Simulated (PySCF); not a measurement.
BH₃Se. Atoms are numbered in the order given.

```xyz
5

B      0.0252    -1.5601     0.0000
H     -1.0277    -2.1163     0.0000
H      1.0663    -2.1345     0.0000
Se    -0.0461     0.3371     0.0000
H      1.4021     0.5890     0.0000
```
Charge 0, spin multiplicity 1.

The structure is a stationary point at PBE0-D3(BJ)/def2-TZVP.

Calculation: PBE0/pcSseg-2 (PySCF).

GIAO shieldings, no solvent; atoms listed in one row are averaged. δ = σ(ref) − σ: ¹¹B against BF3 (σ = 88.8 ppm); ¹H against TMS (σ = 31.54 ppm); ⁷⁷Se against Me2Se (σ = 1739.2 ppm), references at their B3LYP-D3(BJ)/def2-TZVP geometries, non-relativistic.

```
nucleus  atoms  count  δ (ppm)
-------  -----  -----  -------
¹¹B         B1      1     69.5
¹H          H3      1     8.17
¹H          H2      1     7.93
¹H          H5      1     4.37
⁷⁷Se       Se4      1    192.2
```
